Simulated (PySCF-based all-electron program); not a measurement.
The numbers below are computed, except where a source is named.
Rest lengths of diatomic molecules M–Ag in all-electron scalar-relativistic PBE near the basis limit (in-house program on PySCF, no spin–orbit coupling, lowest state found of the spin given), each from a Morse curve fitted to the bond forces. Singlets are spin-restricted; Koelling–Harmon or spin-free Dirac relativity.

```csv
M,spin state,rest length (Å)
Li,singlet,2.37
Na,singlet,?
Al,singlet,2.48
Br,singlet,2.41
In,singlet,2.70
```

Q: Fill in the missing lengths.

A: Na–Ag 2.67 Å.
